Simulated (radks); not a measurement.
Values are calculated unless marked as measured or tabulated.
Task: Er3+, 65 electrons, occupied as [Xe] 4f9.5 6s1.5 (fractional occupations, a model configuration). Code: a radial shooting solver on a logarithmic mesh with Libxc functionals. Model: Dirac Kohn-Sham, PBEsol, spin-unpolarised, spherical densities, finite nucleus; open shells are shared between the two j in proportion to 2j + 1; Fermi nuclear charge, rms radius 5.2516 fm. Some entries of the table are withheld. Estimate them.

orbital,occ.,eigenvalue (eV),<1/r> (bohr^-1),r(max) (bohr)
1s1/2,2,-57321.24,77.52,(1)
2s1/2,2,(2),18.64,0.07344
2p1/2,2,-9213.016,18.62,0.05513
2p3/2,4,-8296.898,16.15,0.06135
3s1/2,2,-2208.135,(3),0.2075
3p1/2,2,(4),6.739,0.1951
3p3/2,4,(5),6.107,0.2081
3d3/2,4,-1472.678,5.992,0.1643
3d5/2,6,-1430.651,5.838,0.1679
4s1/2,2,-477.1109,2.865,0.4739
4p1/2,2,-397.0082,2.758,0.4759
4p3/2,4,-353.2263,2.540,0.5033
4d3/2,4,-221.0523,2.326,0.5053
4d5/2,6,-213.0185,2.273,0.5141
5s1/2,2,-93.1294,1.123,1.085
5p1/2,2,-69.7146,1.010,1.168
5p3/2,4,-63.0816,0.9373,1.242
4f5/2,4.07143,-52.6547,1.796,(6)
4f7/2,5.42857,-51.3901,1.774,(7)
6s1/2,1.5,-27.3267,0.4599,2.588

Result: 
(1) 1s1/2 r(max) (bohr): 0.01286
(2) 2s1/2 eigenvalue (eV): -9668.241
(3) 3s1/2 <1/r> (bohr^-1): 6.821
(4) 3p1/2 eigenvalue (eV): -2008.038
(5) 3p3/2 eigenvalue (eV): -1815.714
(6) 4f5/2 r(max) (bohr): 0.4958
(7) 4f7/2 r(max) (bohr): 0.5005
